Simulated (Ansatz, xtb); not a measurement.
## C3H5Sn−: 13 structures ranked

13 gas-phase structures of C3H5Sn−, found in a search over its isomers (lower ones may exist). Each was relaxed with GFN2-xTB; where two conformers were screened, the lower at r2SCAN-D4/def2-SVPD//GFN2-xTB is listed:

A. `C=C=[CH][SnH2-]`, a singlet
B. `C#C[CH2][SnH2-]`, a singlet
C. `CC#[C][SnH2-]`, a singlet
D. `[CH2]1[CH]2[CH2][Sn-]12`, a singlet
E. a singlet given by its coordinates
F. `[SnH2-][C]1=CC1`, a singlet
G. `C1=[CH][SnH-][CH2]1`, a singlet
H. `[CH]1=[Sn-][CH2]C1`, a singlet
I. `C1[C@@H]2[SnH-][C@H]12`, a singlet
J. `C#[C][SnH-][CH3]`, a singlet
K. `C[C]1=[CH][SnH-]1`, a singlet
L. `C=[C]1[CH2][SnH-]1`, a singlet
M. `[SnH-]=[C]1CC1`, a singlet

E (Å):

```tsv
atom	x (Å)	y (Å)	z (Å)
C	-0.7380	1.9809	-0.4902
C	-0.1494	0.7730	-0.3409
C	0.2293	-0.1120	-1.3647
Sn	1.1334	-1.9758	-1.2888
H	-1.0029	2.6081	0.3519
H	-0.9742	2.3786	-1.4689
H	0.0536	0.4405	0.6733
H	-0.0081	0.2871	-2.3610
H	1.2562	-2.0611	0.5693
```

Close contacts (Å): C1–C2 1.35, C2–C3 1.41, C3–Sn4 2.07, C1–H5 1.08, C1–H6 1.08, C2–H7 1.09, C3–H8 1.10, Sn4–H9 1.86.

**Question.** Make a reasoned guess at their ranking by r2SCAN-D4/def2-SVPD//GFN2-xTB single-point energy.

**Answer.** Calculated order at r2SCAN-D4/def2-SVPD//GFN2-xTB: E (0.0), D (16.3), G (18.0), H (45.5), L (47.9), A (53.3), C (56.7), J (63.2), K (69.0), I (73.6), B (78.0), M (90.2), F (129.7) kJ/mol. Less than 1 kcal/mol parts D and G; H and L; A and C, so the order within those pairs means little. CCSD(T)/def2-SVPD + ΔMP2/def2-TZVPPD after further relaxation puts D lowest instead.

Energies above the lowest of each column, in kJ/mol; the last columns are at r2SCAN-D4/def2-SVPD geometries and were run for some of them only (a dash: not run or not comparable):

```tsv
structure	GFN2-xTB	HF/STO-3G	r2SCAN-D4/def2-SVPD//GFN2-xTB	r2SCAN-D4/def2-SVPD	CCSD(T)/def2-SVPD + ΔMP2/def2-TZVPPD
E	32.2	171.7	0.0	0.0	7.2
D	67.3	76.0	16.3	6.5	0.0
G	11.5	0.0	18.0	16.9	15.3
H	76.6	95.7	45.5	44.0	–
L	49.5	84.4	47.9	42.2	–
A	22.1	146.4	53.3	–	–
C	0.0	66.3	56.7	–	–
J	60.0	1.8	63.2	–	–
K	82.2	160.4	69.0	–	–
I	46.0	97.7	73.6	–	–
B	14.0	133.1	78.0	–	–
M	65.6	187.9	90.2	–	–
F	70.1	158.9	129.7	–	–
```

CCSD(T)/def2-SVPD + ΔMP2/def2-TZVPPD puts D lowest of those it was run on; GFN2-xTB picks C, HF/STO-3G picks G, r2SCAN-D4/def2-SVPD//GFN2-xTB picks E, r2SCAN-D4/def2-SVPD picks E. CCSD(T)/def2-SVPD + ΔMP2/def2-TZVPPD orders those it was run on as D (0.0), E (7.2), G (15.3) kJ/mol. Flexible structures stand in one conformer each, not always the lowest. Frequencies (r2SCAN-D4/def2-SVPD) were run for D, E, G alone. The ΔMP2 step shifts differences by up to 16.8 kJ/mol, which makes them less sure. Atoms past krypton carry core potentials in the def2 sets, without spin–orbit terms. ΔMP2 is the change of the MP2 energy from the smaller to the larger basis.

Over these structures GFN2-xTB departs from r2SCAN-D4/def2-SVPD//GFN2-xTB by 30.3 kJ/mol on average once a common shift is removed. A GFN2-xTB relaxation took about 0.13 s and the r2SCAN-D4/def2-SVPD//GFN2-xTB energy about 1.7 s on a shared host (Ansatz 0.2.0, xtb 6.7.1).
